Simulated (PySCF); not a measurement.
## Bond length, frequency and bond energy of NaTl⁺ by level of theory

State: ²Σ⁺ (doublet), unpaired electrons σ ↑. Set-up: basis Na def2-SVPD, Tl def2-SVPD with ECP60; scalar-relativistic core potentials; PySCF 2.14. De refers to Na⁺ + Tl in their high-spin ground configurations, without counterpoise correction. The functionals are run spin-unrestricted. A positive dipole points towards Tl; it is taken about the centre of mass and depends on that origin.

```json
{"Level": "UHF", "Re (Å)": "3.726", "ωe (cm⁻¹)": "87.4", "De (eV)": "n/a", "μ (D)": "-10.08"}
{"Level": "UHF-MP2", "Re (Å)": "3.643", "ωe (cm⁻¹)": "91.4", "De (eV)": "n/a", "μ (D)": "n/a"}
{"Level": "UHF-SCS-MP2", "Re (Å)": "3.659", "ωe (cm⁻¹)": "90.5", "De (eV)": "n/a", "μ (D)": "n/a"}
{"Level": "UHF-CCSD", "Re (Å)": "3.644", "ωe (cm⁻¹)": "92.0", "De (eV)": "n/a", "μ (D)": "n/a"}
{"Level": "UHF-CCSD(T)", "Re (Å)": "3.640", "ωe (cm⁻¹)": "92.2", "De (eV)": "n/a", "μ (D)": "n/a"}
{"Level": "LDA", "Re (Å)": "3.552", "ωe (cm⁻¹)": "87.8", "De (eV)": "n/a", "μ (D)": "-8.66"}
{"Level": "PBE", "Re (Å)": "3.681", "ωe (cm⁻¹)": "82.2", "De (eV)": "n/a", "μ (D)": "-8.72"}
{"Level": "PW91", "Re (Å)": "3.657", "ωe (cm⁻¹)": "84.0", "De (eV)": "n/a", "μ (D)": "-8.82"}
{"Level": "r²SCAN", "Re (Å)": "3.630", "ωe (cm⁻¹)": "89.5", "De (eV)": "n/a", "μ (D)": "-9.50"}
{"Level": "PBE0", "Re (Å)": "3.636", "ωe (cm⁻¹)": "87.4", "De (eV)": "n/a", "μ (D)": "-9.08"}
{"Level": "M06-2X", "Re (Å)": "3.434", "ωe (cm⁻¹)": "108", "De (eV)": "n/a", "μ (D)": "-9.60"}
```

Question: What does a quarter of exact exchange do here, going from PBE to PBE0?

Answer: PBE0 less PBE: -4.5 pm in Re, +6.3 % in ωe. Exact exchange removes part of the self-interaction that spreads semilocal densities, and in most molecules shortens and stiffens the bond and lowers De; so it does here.

Question: What does the step from GGA to meta-GGA do here, going from PBE to r²SCAN?

Answer: r²SCAN less PBE: -5.1 pm in Re, +8.9 % in ωe. 

Question: What does the triples do here, going from UHF-CCSD to UHF-CCSD(T)?

Answer: UHF-CCSD(T) less UHF-CCSD: -0.4 pm in Re, +0.2 % in ωe. Correlation nearly always deepens the well. The bond shortens, as in weak, metallic or heavy-atom bonds, where dispersion and the correlation of outer-core electrons pull the atoms together.

Correlated steps freeze 5 core orbitals. These are scalar-relativistic numbers at best; spin–orbit coupling would shift them, the dissociation energy most. The state is the lowest determinant that a PBE0 search found; another state may lie lower at other levels.

The whole job (state search and all levels along the bond) took about 2 min on 1 thread of Oxide Virtual Turin-like (shared host), peak memory 0.58 GiB.
